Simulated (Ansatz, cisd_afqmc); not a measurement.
Species: Cd, charge 0, singlet.

Total energies in def2-TZVPP, 12 correlated electrons, 4 frozen orbitals. UHF or UKS for unpaired electrons; spin-orbit terms are left out. Cores are frozen in correlated methods (noble-gas shells, and filled d and f shells in the p block). Past Kr the def2 sets carry scalar-relativistic core potentials. AFQMC is phaseless with a CISD trial state; ± is one standard error, without the phaseless bias. Outlying blocks are dropped, and bars are widened where a walk drifts. Over all cases where full CI ran beside it in this data, AFQMC minus full CI had a median of +0.1 mEh and passed +0.4 mEh in a tenth of the cases.

```tsv
method	program	energy (Eh)	minus CCSDT(Q) (mEh)
HF	Ansatz	-166.88392	426.45
MP2	Ansatz	-167.32758	-17.21
CCSD	Ansatz	-167.29693	13.45
CCSD(T)	Ansatz	-167.31105	-0.67
CCSDT(Q)	Ansatz	-167.31037	0.00
AFQMC/CISD	cisd_afqmc	-167.3101 ± 0.0004	0.2 ± 0.4
```

Ansatz is a first-principles code.
